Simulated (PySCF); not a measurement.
# LiCa: from constants to spectrum

PBE0 constants of LiCa, ²Σ⁺ (doublet), unpaired electrons σ ↑ (PySCF, spin-free X2C with a Gaussian nucleus, basis sets Li x2c-TZVPall, Ca x2c-TZVPall; masses 7.0160 and 39.9626 u):

```
ωe              : 197.0 cm⁻¹
ωexe            : 2.58 cm⁻¹
Be              : 0.24061 cm⁻¹
αe              : 0.00367 cm⁻¹
D (centrifugal) : 1.44e-06 cm⁻¹
De to Li + Ca   : 0.366 eV
```

Give the vibrational terms G(v) and spacings up to v = 6.

G(v) = ωe(v+½) − ωexe(v+½)².

```csv
v,G(v) (cm⁻¹),G(v) − G(v−1),Bv (cm⁻¹)
0,97.9,,0.2388
1,289.7,191.8,0.2351
2,476.4,186.7,0.2314
3,657.9,181.5,0.2278
4,834.3,176.4,0.2241
5,1005.5,171.2,0.2204
6,1171.5,166.0,0.2168
```

How well does the Morse estimate ωe²/(4ωexe) reproduce De, and what is D0?

It gives 0.466 eV, 127 % of the computed De. D0 = De − G(0) = 0.366 − 0.012 = 0.354 eV.

The bond is weak. Basis-set superposition, not corrected here, can be much of De in a small basis, most of all at correlated wavefunction levels. Functionals without a dispersion term scatter widely for such bonds, and LDA overbinds them. The state was picked by a PBE0 search and need not be the measured ground state.
